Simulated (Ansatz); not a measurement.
Frontier orbitals of CH₅Cl₂GaSe (`[CH3][Ga-]([Cl])([Cl])[SeH2+]`).

```xyz
10

C    -1.402    0.573    0.258
Ga    0.487    0.851   -0.165
Cl    1.089    1.347   -2.193
Cl    1.842    1.614    1.352
Se    1.630   -1.593   -0.226
H    -1.906    1.540    0.292
H    -1.880   -0.039   -0.508
H    -1.510    0.093    1.231
H     0.614   -2.264   -1.050
H     1.037   -2.122    1.010
```

Total charge 0; spin multiplicity 1. Correlated methods include outer-core shells of Ga, Se, which these sets cover unevenly. Scalar relativity is left out up to krypton. The geometry is a stationary point of PBE0-D4/def2-TZVP. It is one conformer, not always the lowest. Basis def2-TZVPP, Ansatz 0.2.0.

Orbital energies of one run (eV). Highest occupied ones, from the top: -10.23, -10.66, -10.67, -10.95, -11.68, -11.94, -12.01, -13.69, -13.96, -14.00, -15.19, -15.41, -22.04, -24.18. Empty: 0.96, 1.13, 1.77, 2.16, 3.01, 3.35.

Question: Which functional gave them?
A. B3LYP
B. revPBE
C. PBE0
D. ωB97M-V

Answer: D. HOMO energies: ωB97M-V -10.23, B3LYP -7.82, revPBE -6.74, PBE0 -8.06 eV.

B3LYP here is the variant with VWN-RPA as its local correlation; programs differ in this.
